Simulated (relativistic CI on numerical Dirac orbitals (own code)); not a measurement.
**Slater and spin-orbit integrals, Br²¹⁺**

Calculated at this level of theory: Dirac-Coulomb-Breit CI, orbitals from a KLI potential per configuration, model QED (radiative potential, 1s self-energy scaled to tabulated hydrogen-like ionisation energies), unscaled Slater integrals (own radial code, finite nucleus).

Slater integrals F^k, G^k are unscaled and averaged over j, outside the closed core [Ne]; ζ comes from projecting the Hamiltonian with its Breit term on Σ l·s of the shell.

- 3s²3p²: F^2(3p,3p) = 216210, ζ(3p) = 55681 cm⁻¹; <r>(3p) = 0.4608, <r^2>(3p) = 0.2446 (bohr units).
- 3s3p³: F^2(3p,3p) = 216060, G^1(3s,3p) = 275020, ζ(3p) = 55632 cm⁻¹; <r>(3s) = 0.4719, <r^2>(3s) = 0.2531, <r>(3p) = 0.4612, <r^2>(3p) = 0.2449 (bohr units).
- 3s²3p3d: ζ(3p) = 55582, F^2(3p,3d) = 216310, G^1(3p,3d) = 234480, G^3(3p,3d) = 155980, ζ(3d) = 6018.4 cm⁻¹; <r>(3p) = 0.4616, <r^2>(3p) = 0.2454, <r>(3d) = 0.4153, <r^2>(3d) = 0.1998 (bohr units).

Averages of the first 10 configurations, taken without configuration mixing, which lowers the lowest level and can move excited configurations by several eV; other configurations of the list can lie among them:

```json
{"Configuration": "3s²3p²", "Parity": "even", "States": "15", "Average energy above the lowest level (eV)": "18.3"}
{"Configuration": "3s3p³", "Parity": "odd", "States": "40", "Average energy above the lowest level (eV)": "83.5"}
{"Configuration": "3s²3p3d", "Parity": "odd", "States": "60", "Average energy above the lowest level (eV)": "109.2"}
{"Configuration": "3p⁴", "Parity": "even", "States": "15", "Average energy above the lowest level (eV)": "158.1"}
{"Configuration": "3s3p²3d", "Parity": "even", "States": "300", "Average energy above the lowest level (eV)": "170.3"}
{"Configuration": "3p³3d", "Parity": "odd", "States": "200", "Average energy above the lowest level (eV)": "240.8"}
{"Configuration": "3s3p3d²", "Parity": "odd", "States": "540", "Average energy above the lowest level (eV)": "260.4"}
{"Configuration": "3s²3d4p", "Parity": "odd", "States": "60", "Average energy above the lowest level (eV)": "544.5"}
{"Configuration": "3p³4s", "Parity": "odd", "States": "40", "Average energy above the lowest level (eV)": "560.6"}
{"Configuration": "3s²3p4s", "Parity": "odd", "States": "12", "Average energy above the lowest level (eV)": "427.5"}
```
